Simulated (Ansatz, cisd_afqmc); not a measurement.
System: GeH3F, charge 0, singlet. GeH3F (fluorogermane, SMILES [F][GeH3]).
B3LYP-D3(BJ)/def2-TZVP minimum from Ansatz (a first-principles code):
```xyz
5

Ge    -0.2994     0.1240    -0.0605
F      1.2933    -0.5358     0.2614
H     -0.9543    -0.8203    -1.0772
H     -0.0710     1.5322    -0.6256
H     -1.0338     0.1411     1.2866
```

Total energies in cc-pVDZ, 14 correlated electrons, 15 frozen orbitals. Radicals and triplets start from unrestricted determinants; spin-orbit coupling is neglected. Cores are frozen in correlated methods (noble-gas shells, and filled d and f shells in the p block). No relativity. AFQMC is phaseless with a CISD trial state; ± is one standard error, without the phaseless bias. Outlying blocks are dropped, and bars are widened where a walk drifts. Over all cases where full CI ran beside it in this data, AFQMC minus full CI had a median of +0.1 mEh and passed +0.4 mEh in a tenth of the cases.

```json
[
 {"method": "HF", "program": "Ansatz", "energy (Eh)": "-2176.54311", "minus CCSDTQ (mEh)": "321.66"},
 {"method": "MP2", "program": "Ansatz", "energy (Eh)": "-2176.83527", "minus CCSDTQ (mEh)": "29.50"},
 {"method": "CCSD", "program": "Ansatz", "energy (Eh)": "-2176.85865", "minus CCSDTQ (mEh)": "6.12"},
 {"method": "CCSD(T)", "program": "Ansatz", "energy (Eh)": "-2176.86365", "minus CCSDTQ (mEh)": "1.12"},
 {"method": "CCSDT(Q)", "program": "Ansatz", "energy (Eh)": "-2176.86481", "minus CCSDTQ (mEh)": "-0.04"},
 {"method": "CCSDTQ", "program": "Ansatz", "energy (Eh)": "-2176.86477", "minus CCSDTQ (mEh)": "0.00"},
 {"method": "AFQMC/CISD", "program": "cisd_afqmc", "energy (Eh)": "-2176.8645 ± 0.0003", "minus CCSDTQ (mEh)": "0.3 ± 0.3"}
]
```

Rough core times of Ansatz's runs on a shared machine: CCSD(T) under 20 s, CCSDT(Q) 20 s, CCSDTQ 20 min.
